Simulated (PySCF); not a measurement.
NMR data sheet: C₄H₅N₃O

- Formula: C4H5N3O
- SMILES: COc1ccnnn1
- Point group of the computed structure: Cs
- Degrees of unsaturation: 4
- Carbon signals: 4
- Proton signals: 3

Atoms are numbered as in `[CH3:1][O:2][c:3]1[cH:4][cH:5][n:6][n:7][n:8]1`. Each H is labelled by its parent atom.

[PySCF 2.14: couplings computed with B3LYP/pcJ-1 (spin–dipole term only in couplings to heteroatoms); shielding tensors at PBE0/pcSseg-1 (GIAO); geometry: GFN2-xTB; one computed conformer; non-relativistic Hamiltonian; rapidly exchanging positions averaged; no solvent]

δ = σ(ref) − σ, references computed at the same level: 1H and 13C vs TMS; 15N against NH3; 17O vs H2O.

| carbon | δC, type | δH (multiplicity, J in Hz) | HMBC from (abs. J ≥ 3 Hz) | span of the C tensor (ppm) |
| --- | --- | --- | --- | --- |
| C1 | 56.9, CH3 | 4.48 (s) | – | 73 |
| C3 | 169.3, C | – | H(C5), H(C1) | 197 |
| C4 | 110.8, CH | 6.79 (d, 6.7) | H(C5) | 194 |
| C5 | 152.8, CH | 8.97 (d, 6.7) | – | 245 |

Other nuclei:
```
atoms  nucleus                  environment  δ (ppm)  σ (ppm)
   N7      15N  pyridine-type ring nitrogen    539.4   -271.6
   N6      15N  pyridine-type ring nitrogen    420.1   -152.4
   N8      15N  pyridine-type ring nitrogen    389.3   -121.6
   O2      17O                 ether oxygen    126.8    209.3
```

Selected couplings (Hz, signed; the shortest-range and largest first, 30 at most; isotopes 13C, 1H, 15N): 1J(C5,H(C5)) 194.0, 1J(C4,H(C4)) 177.7, 1J(C1,H(C1)) 152.6, 1J(C3,C4) 67.5, 1J(C4,C5) 56.6, 1J(N7,N8) -29.1, 1J(N6,N7) -26.9, 1J(C5,N6) 10.0, 1J(C3,N8) 5.8, 2J(N6,H(C5)) -12.7, 2J(C3,N7) 4.3, 2J(C5,N7) 3.4, 2J(C1,C3) -2.4, 3J(C4,N7) -11.7, 3J(C3,N6) -11.5, 3J(C5,N8) -9.3, 3J(H(C4),H(C5)) 6.7, 3J(C1,N8) -4.6, 3J(N7,H(C5)) -3.4, 3J(C1,C4) 2.6, 4J(N7,H(C4)) -2.9.

Carbon types of the structure: 1 × C, 2 × CH, 1 × CH3, which accounts for all hydrogens. δC 169.3: aromatic carbon bearing oxygen; σ withdrawal by the attached heteroatom moves it downfield of the ring CH carbons. δC 152.8: aromatic CH next to a ring nitrogen; the adjacent pyridine-type nitrogen withdraws density from it. δC 110.8: aromatic CH; it is ortho or para to a lone-pair donor and shielded by resonance. δC 56.9: methyl carbon bonded to O; deshielded by the electronegative neighbour. δH 8.97: hydrogen on an aromatic CH next to a ring nitrogen; ring current plus the neighbouring ring nitrogen. The protons at 6.79 and 8.97 share a coupling of 6.7 Hz (vicinal, an ortho-type coupling).

Splittings below 1 Hz are ignored in the labels, and close J values are merged. Unscaled 3J(H,H) at this level run about 10 % above measured values. Shifts are as computed. Against solution values, carbons near 30 ppm lie about +3 ppm off and those near 130 ppm about +5 ppm. Of 1211 compounds with measured shifts, 218 miss one by over three times the rms of a fit or turn the order of signals round; such compounds aren't used in these exercises. Experimental scales use liquid or dissolved standards, which lie at an offset from isolated NH3 (liquid NH3: subtract about 20 ppm) and H2O (liquid H2O: subtract about 36 ppm). Unscaled 15N shifts of sp2 nitrogen come out 20 to 40 ppm too high even then.
